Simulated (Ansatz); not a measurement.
Breaking a bond: GeAl (cation, charge +1), lowest singlet found (which spin is the ground state isn't settled by this scan).

Computed with: RCCSDT = CCSDT on RHF/aug-cc-pVDZ, cores with 3d frozen (Ansatz, a first-principles code); FCI = Ansatz with full CI/aug-cc-pVDZ, cores with 3d frozen.

Energies relative to the lowest point of each curve between 3.06 and 3.85 Å, where full CI is lowest, in eV:

```json
[
 {"R / Å": "3.06", "RCCSDT": "0.002"},
 {"R / Å": "3.26", "RCCSDT": "0.000"},
 {"R / Å": "3.55", "RCCSDT": "0.096"},
 {"R / Å": "3.85", "RCCSDT": "0.252"},
 {"R / Å": "4.28", "RCCSDT": "0.495"},
 {"R / Å": "4.74", "RCCSDT": "0.728"},
 {"R / Å": "5.31", "RCCSDT": "0.945"},
 {"R / Å": "6.03", "RCCSDT": "1.109"},
 {"R / Å": "7.00", "RCCSDT": "1.210"},
 {"R / Å": "8.24", "RCCSDT": "1.260"}
]
```

**Question.** What does FCI give at the same points?

**Answer.** 3.06: 0.001; 3.26: 0.000; 3.55: 0.096; 3.85: 0.250; 4.28: 0.491; 4.74: 0.721; 5.31: 0.934; 6.03: 1.091; 7.00: 1.184; 8.24: 1.227 (eV).

The scan ran from 1.75 to 8.24 Å; beyond the distances shown full CI changes its symmetry label.
